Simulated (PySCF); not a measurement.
C4H8BN, SMILES NB1CC=CC1.

The structure is a stationary point at PBE0-D3(BJ)/def2-SVP. This is a generated structure with no PubChem entry under its InChIKey; it may be hypothetical. One conformer was computed; it need not be the lowest.

Vertical ionisation energy (IE) and electron affinity (EA) in eV. Rows of orbital energies are one-electron estimates. Where ΔSCF, EOM or ADC give a negative EA the extra electron is unbound and the value depends on the basis.

```tsv
level	IE	EA
−ε(HOMO), −ε(LUMO), CAM-B3LYP/def2-TZVP (PySCF)	7.91	-1.56
−ε(HOMO), −ε(LUMO), PBE/def2-TZVP (PySCF)	[?]	[?]
```

Q: Complete the blanks. (Estimate from the structure and the level; the computed values follow.)

A: 
- −ε(HOMO), −ε(LUMO), PBE/def2-TZVP (PySCF), IE: 5.49
- −ε(HOMO), −ε(LUMO), PBE/def2-TZVP (PySCF), EA: 0.18
